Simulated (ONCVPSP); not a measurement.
**platinum (Pt), ONCV: configuration errors across variants**

- Element: Pt
- Generator: ONCVPSP 4.0.1
- Type: optimised norm-conserving Vanderbilt (ONCV)
- Functional: PBE
- Relativity: scalar-relativistic
- Frozen core: [Kr] 4d10 4f14
- Valence charge: 18
- Reference configuration: 5s2 5p6 5d9 6s1
- Partial waves: 5s+6s: rc 1.60 bohr, ncon 4, nbas 8, qcut 9 1/bohr, 2 projectors; 5p: rc 1.85 bohr, ncon 4, nbas 8, qcut 6.2 1/bohr, 2 projectors, debl 2.1 Ha; 5d: rc 1.70 bohr, ncon 4, nbas 9, qcut 8 1/bohr, 3 projectors, debl 2.9 Ha
- Local potential: polynomial inside 1.55 bohr (lpopt 5, dvloc0 4 Ha)
- Core correction: none

All-electron excitation energies from the reference (eV): (1) 5s2 5p6 5d9 6s0 9.194; (2) 5s2 5p6 5d8 6s0 29.160; (3) 5s2 5p6 5d7 6s0 61.377; (4) 5s2 5p6 5d6 6s0 107.030.

3 further variants failed, have other tests or another functional or relativity, and are left out.

A true bound ghost makes a file unfit for plane-wave use even where its test errors are small: the radial tests pick states by their node count and pass the ghost by.

Errors AE − PS in meV (a dash: test not solved or not reliable):

| change | (1) | (2) | (3) | (4) | bound ghosts | GHOST(+) flags above zero |
| --- | --- | --- | --- | --- | --- | --- |
| base | -4.1 | -5.4 | -14 | -35 | none | s |
| local potential polynomial inside 1.45 bohr (lpopt 4, dvloc0 4 Ha) | -4.1 | -5.6 | -14 | -36 | none | none |
| p: debl 5.1 | -4.1 | -5.4 | -14 | -34 | none | s |
| d: ncon 5, nbas 10 | -4.1 | -5.3 | -14 | -33 | none | s |
| local potential polynomial inside 1.55 bohr (lpopt 5, dvloc0 8.5 Ha) | -4.1 | -4.5 | -12 | -32 | none | none |
| all radii scaled by about 1.10 (s 1.76, p 2.02, d 1.86 bohr); local potential polynomial inside 1.70 bohr (lpopt 5, dvloc0 4 Ha) | -4.4 | -5.7 | -14 | -35 | s | none |

Give the same row for: s: qcut 10.1; p: qcut 6.9; d: qcut 8.9.

-3.9, -5.3, -14, -34; bound ghosts: none; GHOST(+) flags above zero: s.
